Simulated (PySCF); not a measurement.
C6H19NSi2, SMILES C[Si](C)(N[Si](C)(C)C)C, GFN2-xTB optimised geometry.

```
28

C     -2.49     0.28     2.37
Si    -0.98     0.66     1.28
C     -1.22     2.36     0.43
C      0.59     0.67     2.35
N     -0.82    -0.51     0.00
Si    -0.19    -2.14     0.00
C     -0.82    -3.07     1.54
C      1.72    -2.14     0.00
C     -0.83    -2.97    -1.59
H     -3.41     0.23     1.78
H     -2.38    -0.68     2.87
H     -2.64     1.03     3.14
H     -0.38     2.60    -0.21
H     -2.12     2.37    -0.18
H     -1.32     3.15     1.16
H      0.53     1.41     3.14
H      1.47     0.90     1.76
H      0.75    -0.30     2.81
H     -1.14    -0.19    -0.90
H     -0.46    -4.09     1.56
H     -1.91    -3.10     1.56
H     -0.49    -2.58     2.45
H      2.12    -3.15    -0.05
H      2.11    -1.59    -0.85
H      2.11    -1.67     0.90
H     -0.49    -4.00    -1.66
H     -0.48    -2.45    -2.48
H     -1.92    -2.98    -1.63
```

Density from PBE0/def2-SVP run with PySCF 2.14.0 at that geometry.

Minimum of the electron density along straight lines between bonded atoms, close to the bond critical point (lines longer than 1.1 times the sum of covalent radii, or with two minima, are not listed):

| bond | length / Å | ρ at the minimum / e bohr⁻³ | ∇²ρ there / e bohr⁻⁵ | position (fraction from the first atom) |
|---|---|---|---|---|
| C1–Si2 | 1.909 | 0.110 | 0.31 | 0.62 |
| Si2–C3 | 1.906 | 0.110 | 0.32 | 0.38 |
| Si2–C4 | 1.904 | 0.111 | 0.32 | 0.38 |
| Si2–N5 | 1.743 | 0.117 | 0.68 | 0.40 |
| N5–Si6 | 1.743 | 0.117 | 0.68 | 0.60 |
| Si6–C7 | 1.904 | 0.111 | 0.32 | 0.38 |
| Si6–C8 | 1.909 | 0.110 | 0.31 | 0.38 |
| Si6–C9 | 1.906 | 0.110 | 0.32 | 0.38 |
| C1–H10 | 1.086 | 0.271 | -0.96 | 0.62 |
| C1–H11 | 1.085 | 0.272 | -0.96 | 0.62 |
| C1–H12 | 1.086 | 0.271 | -0.96 | 0.62 |
| C3–H13 | 1.085 | 0.272 | -0.96 | 0.62 |
| C3–H14 | 1.085 | 0.271 | -0.96 | 0.62 |
| C3–H15 | 1.085 | 0.272 | -0.97 | 0.62 |
| C4–H16 | 1.086 | 0.271 | -0.96 | 0.62 |
| C4–H17 | 1.085 | 0.272 | -0.97 | 0.62 |
| C4–H18 | 1.085 | 0.271 | -0.96 | 0.62 |
| N5–H19 | 1.007 | 0.328 | (withheld) | 0.76 |
| C7–H20 | 1.086 | 0.271 | -0.96 | 0.62 |
| C7–H21 | 1.085 | 0.272 | -0.97 | 0.62 |
| C7–H22 | 1.085 | 0.271 | -0.96 | 0.62 |
| C8–H23 | 1.086 | 0.271 | -0.96 | 0.62 |
| C8–H24 | 1.086 | 0.271 | -0.96 | 0.62 |
| C8–H25 | 1.085 | 0.272 | -0.96 | 0.62 |
| C9–H26 | 1.085 | 0.272 | -0.97 | 0.62 |
| C9–H27 | 1.085 | 0.271 | -0.96 | 0.62 |
| C9–H28 | 1.085 | 0.272 | -0.97 | 0.62 |

### Question
Fill in the missing entries.

### Answer

- N5–H19, ∇²ρ there / e bohr⁻⁵: -1.48
